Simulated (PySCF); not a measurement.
**[Nd(OH)4]− at several levels of theory**

Computed with PySCF 2.14.0 (density fitting, no spin-orbit coupling) at the geometry relaxed with PBE0:

```xyz
9
[Nd(OH)4]− (singlet in the valence; each metal's 4f electrons, 3 of them, lie in its core potential, out of spins and levels)
Nd    0.0000    0.0000    0.0000
O     1.3699    1.1364    1.2505
H     1.9816    1.6465    1.7767
O    -1.3699   -1.1364    1.2505
H    -1.9816   -1.6465    1.7767
O     1.1364   -1.3699   -1.2505
H     1.6465   -1.9816   -1.7767
O    -1.1364    1.3699   -1.2505
H    -1.6465    1.9816   -1.7767
```

```json
{"level": "PBE0", "basis": "Nd lcecp-1-SVP with ECP49, O def2-SVP, H def2-SVP", "state": "singlet", "HOMO (eV)": "-2.32", "gap (eV)": "6.26", "charge on Nd1 (e)": "0.82", "population of f-type functions on Nd1 (polarisation alone where 4f lies in the core)": "0.10", "dipole about the centre of mass (D)": "0.00", "largest force component (eV/Å)": "0.00"}
{"level": "PBE0", "basis": "Nd lcecp-1-TZVP with ECP49, O def2-TZVP, H def2-TZVP", "state": "singlet", "HOMO (eV)": "-2.78", "gap (eV)": "6.47", "charge on Nd1 (e)": "1.61", "population of f-type functions on Nd1 (polarisation alone where 4f lies in the core)": "0.12", "dipole about the centre of mass (D)": "0.00", "largest force component (eV/Å)": "0.23"}
```

In the lcecp rows the 4f levels are missing from HOMO and gap, and the state counts the valence alone.

Charges are Mulliken's, which hang on the basis. The relaxation used the grid (50, 194), these runs (75, 302) or, all-electron (x2c bases, spin-free X2C Hamiltonian), (99, 590).

A further run in the first row's basis gives HOMO (eV) -1.38, gap (eV) 5.14, charge on Nd1 (e) 0.78, population of f-type functions on Nd1 (polarisation alone where 4f lies in the core) 0.10, dipole about the centre of mass (D) 0.00, largest force component (eV/Å) 0.21. Which level was it?
A. TPSSh
B. revPBE

A. The others give HOMO -0.58 eV (revPBE).

In the first row's basis the gap widens with exact exchange: 4.0 eV for revPBE (none); 5.1 to 6.3 eV for TPSSh, PBE0 (a fixed share).

An lcecp potential fixes the number of 4f electrons, so in runs with it no electron can move into or out of that shell.
